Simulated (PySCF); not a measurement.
A species of formula C7H13ClO2 has this rotational fingerprint, computed with PBE0/pcSseg-1 in PySCF (dipole) on a GFN2-xTB geometry, gas phase:

```
Rotational constants : A = 1607, B = 800.2, C = 729.3 MHz
Dipole components    : |μa| = 3.01 D, |μb| = 0.78 D, |μc| = 0.49 D
Inertial defect      : -253.02 u·Å²
κ                    : -0.84
```

**Question.** Which structure is it? (One computed conformer of each.)
A. `[CH3:1][CH2:2][C@:3]([CH3:4])([CH2:5][O:6][CH3:7])[C:8](=[O:9])[Cl:10]` with C1–C2–C3–C4 -176°, C2–C3–C5–O6 55°, C3–C5–O6–C7 -179°, C2–C3–C8–O9 123°
B. `[CH3:1][O:2][C@@:3]([CH3:4])([C:5](=[O:6])[Cl:7])[CH:8]([CH3:9])[CH3:10]` with C1–O2–C3–C4 -56°, O2–C3–C5–O6 -138°, O2–C3–C8–C9 68°
C. `[CH3:1][O:2][C@@H:3]([CH3:4])[C:5]([CH3:6])([CH3:7])[C:8](=[O:9])[Cl:10]` with C1–O2–C3–C4 78°, O2–C3–C5–C6 -61°, C3–C5–C8–O9 125°
D. `[CH3:1][CH2:2][C@@H:3]([O:4][CH3:5])[C@@H:6]([CH3:7])[C:8](=[O:9])[Cl:10]` with C1–C2–C3–O4 -59°, C2–C3–O4–C5 -86°, C2–C3–C6–C7 57°, C3–C6–C8–O9 -30°
E. `[CH3:1][CH2:2][C@@H:3]([C:4](=[O:5])[Cl:6])[C@H:7]([CH3:8])[O:9][CH3:10]` with C1–C2–C3–C4 67°, C2–C3–C4–O5 64°, C2–C3–C7–C8 180°, C3–C7–O9–C10 -154°
F. `[CH3:1][O:2][C@@H:3]([CH2:4][CH:5]([CH3:6])[CH3:7])[C:8](=[O:9])[Cl:10]` with C1–O2–C3–C4 170°, O2–C3–C4–C5 -64°, C3–C4–C5–C6 166°, O2–C3–C8–O9 -12°

**Answer.** C. It is CO[C@@H](C)C(C)(C)C(=O)Cl, an asymmetric top, point group C1. The candidates at the same level (rigid rotor, commonest isotopes):

```csv
SMILES,A (MHz),B (MHz),C (MHz),μa (D),μb (D),μc (D),Δ (u·Å²),point group,rotor
CO[C@@H](CC(C)C)C(=O)Cl,1351,723.3,564.3,2.06,0.66,1.73,-177.25,C1,asymmetric top
CO[C@@](C)(C(=O)Cl)C(C)C,1326,1014,847.0,1.95,1.46,0.06,-282.96,C1,asymmetric top
CC[C@@H](OC)[C@@H](C)C(=O)Cl,1564,740.1,607.1,2.90,1.63,0.70,-173.46,C1,asymmetric top
CO[C@@H](C)C(C)(C)C(=O)Cl,1607,800.2,729.3,3.01,0.78,0.49,-253.02,C1,asymmetric top
CC[C@](C)(COC)C(=O)Cl,1860,686.0,650.7,2.56,0.54,0.88,-231.85,C1,near-prolate asymmetric top
CC[C@@H](C(=O)Cl)[C@H](C)OC,1561,732.0,587.7,2.75,0.49,0.48,-154.16,C1,asymmetric top
```

`CC[C@](C)(COC)C(=O)Cl` has A 16 % too high; `CO[C@@](C)(C(=O)Cl)C(C)C` has B 27 % too high; `CO[C@@H](CC(C)C)C(=O)Cl` has C 23 % too low; `CC[C@@H](OC)[C@@H](C)C(=O)Cl` has C 17 % too low; `CC[C@@H](C(=O)Cl)[C@H](C)OC` has C 19 % too low. No structure here is proved a minimum.
